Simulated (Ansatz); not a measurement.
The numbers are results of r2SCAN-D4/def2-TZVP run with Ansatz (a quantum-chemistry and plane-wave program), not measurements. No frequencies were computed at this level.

Ansatz 0.2 input:
```yaml
crystal:
  periodic: [false, false, false]
  atoms:
    - { symbol: Si, position_ang: [2.302292, -0.267238, -0.205015] }
    - { symbol: Ga, position_ang: [0.020624, 0.519749, 0.091044] }
    - { symbol: Si, position_ang: [-2.318357, -0.144541, 0.139619] }
    - { symbol: H, position_ang: [3.235958, 0.835704, -0.510287] }
    - { symbol: H, position_ang: [2.432016, -1.242203, -1.314041] }
    - { symbol: H, position_ang: [2.844846, -0.956399, 0.989423] }
    - { symbol: H, position_ang: [0.08181, 2.173476, 0.357901] }
    - { symbol: H, position_ang: [-2.819276, -0.423276, 1.505493] }
    - { symbol: H, position_ang: [-3.207137, 0.88922, -0.429963] }
    - { symbol: H, position_ang: [-2.573321, -1.383219, -0.634977] }
basis:
  gaussian: { orbitals: def2-tzvp }
hamiltonian:
  xc: r2scan
  dispersion: d4
relax:
  max_steps: 150
```

Output:

```
Functional definition: r2SCAN
1180 factors; their error is unknown
mean field evaluation 1: about -68243.0668 eV, gradient 3.2e1 eV
mean field evaluation 2: about -68242.3773 eV, gradient 4.7e1 eV
mean field evaluation 4: about -68245.1957 eV, gradient 1.5e0 eV
mean field evaluation 8: about -68245.1725 eV, gradient 6.1e-2 eV
mean field evaluation 16: about -68245.1725 eV, gradient 1.0e-5 eV
mean field -68245.17252627 eV, -2507.9638321012 hartree, gradient 1.0e-5 eV, S^2 0.000000; 0 other end points of the search recorded, 0 dependent functions left out
reference -68245.17254278 eV, -2507.9638327078 hartree; 33, 33 occupied and 131, 131 virtual orbitals, 1180 factors
relax step   1: F+E_penalty+E_count = -68245.22037468 eV  Δ(F+E_penalty+E_count) = +0.000e0 eV  max|allowed force component| = 1.361e0 eV/Å  Δτ_max = 0.0000 Å  (26 SCF iters, accepted)
these checks for a lower state are left out or cut short: starts, cluster_reference, orbital_swaps, neighbouring_geometries, increment
1180 factors; their error is unknown
mean field -68245.29995320 eV, -2507.9685149545 hartree, gradient 1.2e-5 eV, S^2 0.000000; 0 other end points of the search recorded, 0 dependent functions left out
reference -68245.29996968 eV, -2507.9685155601 hartree; 33, 33 occupied and 131, 131 virtual orbitals, 1180 factors
relax step   2: F+E_penalty+E_count = -68245.34872017 eV  Δ(F+E_penalty+E_count) = -1.283e-1 eV  max|allowed force component| = 2.716e-1 eV/Å  Δτ_max = 0.1922 Å  (27 SCF iters, accepted)
these checks for a lower state are left out or cut short: starts, cluster_reference, orbital_swaps, neighbouring_geometries, increment
1180 factors; their error is unknown
mean field -68245.33512871 eV, -2507.9698076306 hartree, gradient 1.7e-5 eV, S^2 0.000000; 0 other end points of the search recorded, 0 dependent functions left out
reference -68245.33514516 eV, -2507.9698082351 hartree; 33, 33 occupied and 131, 131 virtual orbitals, 1180 factors
relax step   3: F+E_penalty+E_count = -68245.38394755 eV  Δ(F+E_penalty+E_count) = -3.523e-2 eV  max|allowed force component| = 9.326e-2 eV/Å  Δτ_max = 0.0588 Å  (26 SCF iters, accepted)
these checks for a lower state are left out or cut short: starts, cluster_reference, orbital_swaps, neighbouring_geometries, increment
1180 factors; their error is unknown
mean field evaluation 32: about -68245.3758 eV, gradient 1.3e-2 eV
mean field -68245.34781964 eV, -2507.9702740137 hartree, gradient 1.5e-5 eV, S^2 0.000000; 0 other end points of the search recorded, 0 dependent functions left out
reference -68245.34783605 eV, -2507.9702746166 hartree; 33, 33 occupied and 131, 131 virtual orbitals, 1180 factors
relax step   4: F+E_penalty+E_count = -68245.39681179 eV  Δ(F+E_penalty+E_count) = -1.286e-2 eV  max|allowed force component| = 6.657e-2 eV/Å  Δτ_max = 0.0454 Å  (26 SCF iters, accepted)
these checks for a lower state are left out or cut short: starts, cluster_reference, orbital_swaps, neighbouring_geometries, increment
1180 factors; their error is unknown
mean field -68245.36778448 eV, -2507.9710077081 hartree, gradient 1.1e-5 eV, S^2 0.000000; 0 other end points of the search recorded, 0 dependent functions left out
reference -68245.36780080 eV, -2507.9710083078 hartree; 33, 33 occupied and 131, 131 virtual orbitals, 1180 factors
relax step   5: F+E_penalty+E_count = -68245.41719968 eV  Δ(F+E_penalty+E_count) = -2.039e-2 eV  max|allowed force component| = 2.146e-1 eV/Å  Δτ_max = 0.1999 Å  (27 SCF iters, accepted)
these checks for a lower state are left out or cut short: starts, cluster_reference, orbital_swaps, neighbouring_geometries, increment
1180 factors; their error is unknown
mean field -68245.37754463 eV, -2507.9713663866 hartree, gradient 1.7e-5 eV, S^2 0.000000; 0 other end points of the search recorded, 0 dependent functions left out
reference -68245.37756091 eV, -2507.9713669853 hartree; 33, 33 occupied and 131, 131 virtual orbitals, 1180 factors
relax step   6: F+E_penalty+E_count = -68245.42728964 eV  Δ(F+E_penalty+E_count) = -1.009e-2 eV  max|allowed force component| = 9.179e-2 eV/Å  Δτ_max = 0.0643 Å  (27 SCF iters, accepted)
these checks for a lower state are left out or cut short: starts, cluster_reference, orbital_swaps, neighbouring_geometries, increment
1180 factors; their error is unknown
mean field -68245.37993490 eV, -2507.9714542276 hartree, gradient 1.3e-5 eV, S^2 0.000000; 0 other end points of the search recorded, 0 dependent functions left out
reference -68245.37995117 eV, -2507.9714548257 hartree; 33, 33 occupied and 131, 131 virtual orbitals, 1180 factors
relax step   7: F+E_penalty+E_count = -68245.42973867 eV  Δ(F+E_penalty+E_count) = -2.449e-3 eV  max|allowed force component| = 4.047e-2 eV/Å  Δτ_max = 0.0214 Å  (27 SCF iters, accepted)
these checks for a lower state are left out or cut short: starts, cluster_reference, orbital_swaps, neighbouring_geometries, increment
1180 factors; their error is unknown
mean field evaluation 64: about -68245.3814 eV, gradient 1.2e-5 eV
mean field -68245.38144289 eV, -2507.9715096452 hartree, gradient 1.2e-5 eV, S^2 0.000000; 0 other end points of the search recorded, 0 dependent functions left out
reference -68245.38145914 eV, -2507.9715102425 hartree; 33, 33 occupied and 131, 131 virtual orbitals, 1180 factors
relax step   8: F+E_penalty+E_count = -68245.43134439 eV  Δ(F+E_penalty+E_count) = -1.606e-3 eV  max|allowed force component| = 1.052e-2 eV/Å  Δτ_max = 0.0409 Å  (27 SCF iters, accepted)
these checks for a lower state are left out or cut short: starts, cluster_reference, orbital_swaps, neighbouring_geometries, increment
1180 factors; their error is unknown
mean field -68245.38179237 eV, -2507.9715224884 hartree, gradient 1.3e-5 eV, S^2 0.000000; 0 other end points of the search recorded, 0 dependent functions left out
reference -68245.38180861 eV, -2507.9715230852 hartree; 33, 33 occupied and 131, 131 virtual orbitals, 1180 factors
relax step   9: F+E_penalty+E_count = -68245.43177243 eV  Δ(F+E_penalty+E_count) = -4.280e-4 eV  max|allowed force component| = 2.619e-2 eV/Å  Δτ_max = 0.0295 Å  (28 SCF iters, accepted)
these checks for a lower state are left out or cut short: starts, cluster_reference, orbital_swaps, neighbouring_geometries, increment
1180 factors; their error is unknown
mean field -68245.38181786 eV, -2507.9715234252 hartree, gradient 1.3e-5 eV, S^2 0.000000; 0 other end points of the search recorded, 0 dependent functions left out
reference -68245.38183410 eV, -2507.9715240218 hartree; 33, 33 occupied and 131, 131 virtual orbitals, 1180 factors
relax step  10: F+E_penalty+E_count = -68245.43183373 eV  Δ(F+E_penalty+E_count) = -6.130e-5 eV  max|allowed force component| = 1.158e-2 eV/Å  Δτ_max = 0.0144 Å  (27 SCF iters, accepted)
these checks for a lower state are left out or cut short: starts, cluster_reference, orbital_swaps, neighbouring_geometries, increment
1180 factors; their error is unknown
mean field -68245.38183974 eV, -2507.9715242292 hartree, gradient 1.9e-5 eV, S^2 0.000000; 0 other end points of the search recorded, 0 dependent functions left out
reference -68245.38185597 eV, -2507.9715248258 hartree; 33, 33 occupied and 131, 131 virtual orbitals, 1180 factors
relax step  11: F+E_penalty+E_count = -68245.43185091 eV  Δ(F+E_penalty+E_count) = -1.718e-5 eV  max|allowed force component| = 1.681e-3 eV/Å  Δτ_max = 0.0025 Å  (22 SCF iters, accepted)
1180 factors; their error is unknown
mean field evaluation 96: about -68245.3818 eV, gradient 1.6e-2 eV
mean field -68245.38183974 eV, -2507.9715242292 hartree, gradient 1.9e-5 eV, S^2 0.000000; 1 other end points of the search recorded, 0 dependent functions left out
reference -68245.38185597 eV, -2507.9715248258 hartree; 33, 33 occupied and 131, 131 virtual orbitals, 1180 factors
Total energy: -68245.43186714 eV, -2507.9733627022 hartree
Atom 0 at     2.101556    -0.263053    -0.243843 Å, force    -0.000345     0.001217    -0.000001 eV/Å
Atom 1 at     0.040384     0.902162     0.196101 Å, force    -0.000386     0.000310    -0.001411 eV/Å
Atom 2 at    -2.110843    -0.176588     0.074945 Å, force     0.000943    -0.001681    -0.000055 eV/Å
Atom 3 at     3.219178     0.630997    -0.651211 Å, force     0.000276     0.000528     0.000463 eV/Å
Atom 4 at     1.941640    -1.311922    -1.287726 Å, force    -0.000490     0.000156     0.000302 eV/Å
Atom 5 at     2.513309    -0.951731     1.014302 Å, force    -0.000223    -0.000863    -0.000173 eV/Å
Atom 6 at     0.085574     2.404685     0.654228 Å, force     0.000689    -0.000139     0.000288 eV/Å
Atom 7 at    -2.585672    -0.448161     1.462641 Å, force    -0.000269     0.000332     0.000107 eV/Å
Atom 8 at    -3.128858     0.690449    -0.580734 Å, force     0.000709     0.000552    -0.000080 eV/Å
Atom 9 at    -2.076813    -1.475565    -0.649507 Å, force    -0.000904    -0.000411     0.000560 eV/Å
Dipole moment:     0.005569     0.029463    -0.020208 e Å
```

Cost: very roughly 50 core-seconds.
